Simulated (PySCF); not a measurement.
## Heteronuclear NMR

Mapped SMILES: `[CH3:1][O:2]/[C:3]([SiH3:4])=[C:5](/[C:6](=[O:7])[F:8])[C:9]([F:10])([F:11])[F:12]`. Each H is labelled by its parent atom.

[PySCF 2.14.0 with density-fitted response routines: PBE0/pcSseg-1 with gauge-including orbitals; GFN2-xTB geometry; gas phase; equivalent nuclei averaged; a single conformation; non-relativistic Hamiltonian]

(1) What are the ¹⁹F shifts?

(2) What are the ²⁹Si shifts?

(3) Predict the ¹⁷O NMR data.

Results:

(1) 
```tsv
atoms	environment	σ (ppm)	δ (ppm)
F8	fluorine bonded to C	158.2	3.3
F10/F11/F12	fluorine of a CF3 group	242.6	-58.3
```

Shieldings were converted by a linear fit to measured shifts: ¹⁹F: δ = 146.13 − 0.903σ +14.6 on sp3 carbon (rms 6.0 ppm, 223 shifts, 7.0 ppm with the 5 outliers that the fit left out vs CFCl3, solution or neat liquid). A few per cent of atoms miss by over 2 rms, more outside the fitted compound classes.

On a 600 MHz spectrometer ¹⁹F resonates near 564.6 MHz, so 1 ppm is 564.6 Hz.

(2) 
```
atoms               environment  σ (ppm)  δ (ppm)
  Si4  silicon bonded to C, 3 H    456.4    -95.2
```

Shieldings were converted by a linear fit to measured shifts: ²⁹Si: δ = 279.94 − 0.822σ (rms 8.9 ppm, 72 shifts, 25.8 ppm with the 6 outliers that the fit left out vs TMS, solution or neat liquid). Occasional misses reach two or three times the rms, and more in compound classes unlike the fitted ones.

On a 600 MHz spectrometer ²⁹Si resonates near 119.2 MHz, so 1 ppm is 119.2 Hz.

(3) 
| atoms | environment | σ (ppm) | δ (ppm) |
| --- | --- | --- | --- |
| O7 | carbonyl oxygen | -56.6 | 318.3 |
| O2 | ether oxygen | 130.3 | 148.0 |

Shieldings were converted by a linear fit to measured shifts: ¹⁷O (scatter 10.7 ppm rms, 12.2 ppm with the 3 outliers that the fit left out vs liquid water, solution or neat liquid). A few per cent of atoms miss by over 2 rms, more outside the fitted compound classes.

On a 500 MHz spectrometer ¹⁷O resonates near 67.8 MHz, so 1 ppm is 67.8 Hz.
